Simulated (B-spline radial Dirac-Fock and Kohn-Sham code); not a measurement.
**X-ray form factors of osmium in several charge states**

Calculated with a radial B-spline solver, using relativistic Hartree-Fock (Dirac-Fock) wave functions, averaged over the configuration.

Configurations: Os⁶¹⁺ [Ne] 3s2 3p3; Os⁶²⁺ [Ne] 3s2 3p2; Os⁶³⁺ [Ne] 3s2 3p1; Os⁶⁵⁺ [Ne] 3s1; Os⁶⁷⁺ [He] 2s2 2p5; Os⁶⁸⁺ [He] 2s2 2p4; Os⁷²⁺ [He] 2s2; Os⁷⁵⁺ 1s1. The first column is f₀ of Os⁶¹⁺, the others are differences from it.

```tsv
s (Å⁻¹)	Os⁶¹⁺	Δ Os⁶²⁺	Δ Os⁶³⁺	Δ Os⁶⁵⁺	Δ Os⁶⁷⁺	Δ Os⁶⁸⁺	Δ Os⁷²⁺	Δ Os⁷⁵⁺
0	15.000	-1.000	-2.000	-4.000	-6.000	-7.000	-11.000	-14.000
0.1	14.983	-0.997	-1.995	-3.989	-5.986	-6.986	-10.984	-13.983
0.2	14.934	-0.989	-1.978	-3.957	-5.945	-6.944	-10.937	-13.934
0.3	14.851	-0.976	-1.952	-3.905	-5.877	-6.874	-10.860	-13.852
0.4	14.738	-0.957	-1.915	-3.832	-5.784	-6.777	-10.753	-13.738
0.5	14.594	-0.934	-1.869	-3.740	-5.666	-6.656	-10.618	-13.595
0.7	14.223	-0.874	-1.750	-3.505	-5.363	-6.343	-10.269	-13.224
0.9	13.754	-0.799	-1.602	-3.212	-4.985	-5.952	-9.830	-12.757
1.1	13.209	-0.714	-1.433	-2.876	-4.550	-5.502	-9.321	-12.213
1.4	12.294	-0.576	-1.159	-2.329	-3.838	-4.761	-8.473	-11.300
```
